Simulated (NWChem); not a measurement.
System meant: C2Cl2F2; SMILES F/C(Cl)=C(/F)Cl

The following NWChem deck was run.

```
start job
memory heap 200 mb stack 900 mb global 1100 mb
geometry units angstroms noautoz
  F     -1.700034     0.459113     0.000000
  C     -0.387192     0.545837     0.000000
  Cl     0.240039     2.129218     0.000000
  C      0.387192    -0.545837     0.000000
  F      1.700034    -0.459113     0.000000
  Cl    -0.240039    -2.129218     0.000000
end
basis spherical
  * library def2-svp
end
dft
  xc b3lyp
  iterations 4
  mulliken
end
task dft energy
```

End of the output:

```
    Atom       Charge   Shell Charges
 -----------   ------   -------------------------------------------------------
    1 F    9     9.04   1.98  1.02  0.73  3.22  2.08  0.01
    2 C    6     6.14   1.96  0.63  0.31  1.87  1.14  0.22
    3 Cl  17    16.82   2.00  1.96  1.04  0.76  5.82  2.27  2.93  0.05
    4 C    6     6.14   1.96  0.63  0.31  1.87  1.14  0.22
    5 F    9     9.04   1.98  1.02  0.73  3.22  2.08  0.01
    6 Cl  17    16.82   2.00  1.96  1.04  0.76  5.82  2.27  2.93  0.05

 center of mass
 --------------
 x =   0.00000000 y =   0.00000000 z =   0.00000000

 moments of inertia (a.u.)
 ------------------
        1186.421379787086          -0.000000000000           0.000000000000
          -0.000000000000         419.378953833036           0.000000000000
           0.000000000000           0.000000000000        1605.800333620122

     Multipole analysis of the density
     ---------------------------------

     L   x y z        total         alpha         beta         nuclear
     -   - - -        -----         -----         ----         -------
     0   0 0 0     -0.000000    -32.000000    -32.000000     64.000000

     1   1 0 0      0.000000      0.000000      0.000000     -0.000000
     1   0 1 0      0.000000      0.000000      0.000000      0.000000
     1   0 0 1     -0.000000     -0.000000     -0.000000      0.000000

     2   2 0 0    -35.010569   -117.093346   -117.093346    199.176123
     2   1 1 0      0.743723     -0.149387     -0.149387      1.042497
     2   1 0 1      0.000000      0.000000      0.000000      0.000000
     2   0 2 0    -31.711617   -304.247577   -304.247577    576.783537
     2   0 1 1      0.000000      0.000000      0.000000      0.000000
     2   0 0 2    -33.137281    -16.568641    -16.568641      0.000000

 ------------------------------------------------------------------------
 dft energy failed                                                                                  0
 ------------------------------------------------------------------------
 ------------------------------------------------------------------------
  current input line :
    19: task dft energy
 ------------------------------------------------------------------------
 ------------------------------------------------------------------------
 This type of error is most commonly associated with calculations not reaching convergence criteria
 ------------------------------------------------------------------------
 For more information see the NWChem manual at https://nwchemgit.github.io

0:dft energy failed:Received an Error in Communication
```

Task: Can this run be used? If not, why, and what is the fix?

Result: Convergence was not reached. Cause: the SCF was allowed too few iterations. This input runs:
```
start job
memory heap 200 mb stack 900 mb global 1100 mb
geometry units angstroms noautoz
  F     -1.700034     0.459113     0.000000
  C     -0.387192     0.545837     0.000000
  Cl     0.240039     2.129218     0.000000
  C      0.387192    -0.545837     0.000000
  F      1.700034    -0.459113     0.000000
  Cl    -0.240039    -2.129218     0.000000
end
basis spherical
  * library def2-svp
end
dft
  xc b3lyp
  iterations 150
  mulliken
end
task dft energy
```
It converges to -1195.76380 Ha (B3LYP/def2-SVP).
